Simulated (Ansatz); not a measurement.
One change: `[AlH2][SiH2]O[SiH3]` becomes `[SiH3]O[SiH3]`.

Ansatz, PBE0-D4/def2-TZVP geometries, multiplicity 1. Each molecule was computed in one conformer, which needn't be the lowest.

| property | `[AlH2][SiH2]O[SiH3]` |
| --- | --- |
| HOMO energy (ωB97M-V/def2-TZVPP) / eV | -9.40 |
| HOMO energy (B3LYP/def2-TZVPP) / eV | -7.20 |
| LUMO energy (ωB97M-V/def2-TZVPP) / eV | -0.48 |
| size of the dipole moment (ωB97M-V/def2-TZVPP) / D | 0.20 |
| LUMO energy (B3LYP/def2-TZVPP) / eV | -2.30 |
| size of the dipole moment (B3LYP/def2-TZVPP) / D | 0.17 |

(1) Give the same properties after the change, and the shifts. (Best estimate.)

Results:

(1) Computed: 
| property | `[SiH3]O[SiH3]` | shift |
| --- | --- | --- |
| HOMO energy (ωB97M-V/def2-TZVPP) / eV | -11.03 | -1.63 |
| HOMO energy (B3LYP/def2-TZVPP) / eV | -8.54 | -1.34 |
| LUMO energy (ωB97M-V/def2-TZVPP) / eV | 1.47 | 1.95 |
| size of the dipole moment (ωB97M-V/def2-TZVPP) / D | 0.27 | 0.07 |
| LUMO energy (B3LYP/def2-TZVPP) / eV | -0.43 | 1.87 |
| size of the dipole moment (B3LYP/def2-TZVPP) / D | 0.28 | 0.11 |

With PBE0 the HOMO falls by 1.36 eV and the LUMO rises by 1.89 eV, so the gap widens by about 3.25 eV. PBE moves the HOMO by -1.04 eV and ωB97M-V by -1.63 eV. Dipoles are sizes alone; their direction can turn.

B3LYP here is the variant with VWN-RPA as its local correlation; programs differ in this.
